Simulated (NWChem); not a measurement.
Molecule: CH$_{7}$ClSi$_{2}$; SMILES C[SiH2][SiH2]Cl

```xyz
11

Si     0.8928     0.6495     0.3195
Cl    -0.7960     1.7969    -0.1205
Si     0.3969    -1.5430    -0.3507
C     -1.2409    -2.0750     0.4089
H      1.1413     0.7568     1.7890
H      2.0570     1.2456    -0.4004
H      1.5154    -2.4488     0.0659
H      0.3226    -1.5556    -1.8455
H     -1.1638    -2.1368     1.5050
H     -1.5493    -3.0603     0.0280
H     -2.0243    -1.3432     0.1601
```
Atoms are numbered in this order, from 1.

Results from NWChem. Pople sets run with spherical d functions. The geometry was optimised at PBE0/def2-SVP. Level: M05-2X/6-31G* with SMD (1 M gas to 1 M solution), gas-phase geometry. Reactions with the solvent are ignored.

Question: Among these, which solvent gives the lowest value of “dipole in solution (D)”?
A. ethanol
B. diethyl ether
C. 1-octanol
D. water

Answer: B, diethyl ether. Values: diethyl ether 2.41; 1-octanol 2.49; ethanol 2.53; water 2.55
